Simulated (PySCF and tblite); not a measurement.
Results of a calculation; reference values are marked as such.
C5H8O2, numbered as in [CH3:1][O:2]/[CH:3]=[CH:4]\[C:5]([CH3:6])=[O:7].

Free energies: PBE0-D3(BJ)/pcSseg-1 (IEF-PCM, acetone) on GFN2-xTB structures plus GFN2-xTB thermal terms, symmetry and mirror images included. Conformers within 2.5 kcal/mol (GFN2-xTB free energy) were kept, 6 at most. GIAO shieldings: PBE0/pcSseg-1 (IEF-PCM, acetone). Shifts are against TMS (¹H), TMS (¹³C) at the same level. Programs: PySCF with density fitting and tblite.

Predict the averaged NMR shifts at 298.15 K.

¹H: 7.15 (H3, 1H), 5.31 (H4, 1H), 4.18 (H1, 3H), 2.37 (H6, 3H) ppm. ¹³C: 203.7 (C5), 171.8 (C3), 113.4 (C4), 62.5 (C1), 36.5 (C6) ppm.

How do the conformers differ?

Torsions listed: C1–O2–C3–C4, C3–C4–C5–O7.
```csv
conformer,shape,weight %
1,"179°, 180°",80.4
2,"180°, 1°",19.6
```

```csv
signal,1,2,average
H1,4.20,4.12,4.18
H3,7.23,6.82,7.15
H4,5.21,5.70,5.31
H6,2.41,2.20,2.37
C1,62.5,62.4,62.5
C3,172.2,170.1,171.8
C4,114.3,109.9,113.4
C5,204.1,201.8,203.7
C6,36.7,35.7,36.5
```

Which signal moves most, for its nucleus, between 250 and 350 K through the change of populations alone?

H4: 5.29 ppm at 250 K, 5.31 ppm at 298.15 K, 5.33 ppm at 350 K.

Shifts are unscaled: against experiment ¹³C can be off by 15 ppm or more and ¹H by 0.8 ppm.


Conformer gaps in pcSseg-1 on xTB geometries can be 2 kcal/mol off for S=O, P=O and other polar bonds.